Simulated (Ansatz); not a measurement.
A nudged elastic band was laid between two geometries of AlF2H3Si (7 atoms, charge 0, multiplicity 1).

The calculation used UKS PBE-D4/def2-SVP (Ansatz).

```yaml
movable_images: 5
climbing_image: yes
spring: 5.0 eV/Å²
optimiser: quadratic models (default)
start_path: through a guess of the saddle point
force_threshold: 0.03 eV/Å
iteration_limit: 60
end_points: relaxed
```

First end point:

```xyz
7
Properties=species:S:1:pos:R:3
F 1.146 -0.639 2.330
Al 0.637 -0.940 0.763
F 0.941 -2.473 0.164
Si -0.485 0.735 -0.599
H 0.317 0.998 -1.845
H -0.654 2.024 0.157
H -1.841 0.227 -1.016
```

Last end point:

```xyz
7
Properties=species:S:1:pos:R:3
F 0.655 -0.853 2.423
Al 0.644 -0.945 0.752
F 1.424 -2.263 0.075
Si -0.476 0.733 -0.609
H 0.098 0.766 -1.999
H -0.342 2.094 0.017
H -1.942 0.401 -0.706
```

Problem. What changes between the two ends?

Solution. No bond is made or broken.

Problem. Give the energies along the band, and the barrier.

Solution. The run converged. The highest image is number 3 of 0 to 6, 0.0 kJ/mol above the ends, which have the same energy within 2 meV. The top lies less than 8 meV above the higher end, about what the thresholds resolve: that end is a shoulder or a very shallow well. A vibrational analysis at the climbing image gives no mode beyond 40i cm⁻¹: the surface is too flat there to confirm a saddle point.

| image | path coordinate (Å) | energy (kJ/mol) |
| --- | --- | --- |
| 0 | 0.00 | 0.0 |
| 1 | 0.32 | 0.0 |
| 2 | 0.64 | 0.0 |
| 3 | 0.96 | 0.0 |
| 4 | 0.97 | 0.0 |
| 5 | 0.98 | 0.0 |
| 6 | 0.99 | 0.0 |

Problem. What is the geometry of the highest image?

Solution. 
```xyz
7
Properties=species:S:1:pos:R:3
F 0.679 -0.893 2.404
Al 0.634 -0.965 0.732
F 1.371 -2.296 0.032
Si -0.469 0.751 -0.593
H 0.098 0.796 -1.986
H -0.312 2.101 0.053
H -1.941 0.438 -0.687
```

The band took 16 iterations and about 4 core-minutes.

Time of the run: 2.3 min on 2 threads of Arm Neoverse V1, with other jobs on the host, peak memory 0.17 GiB.
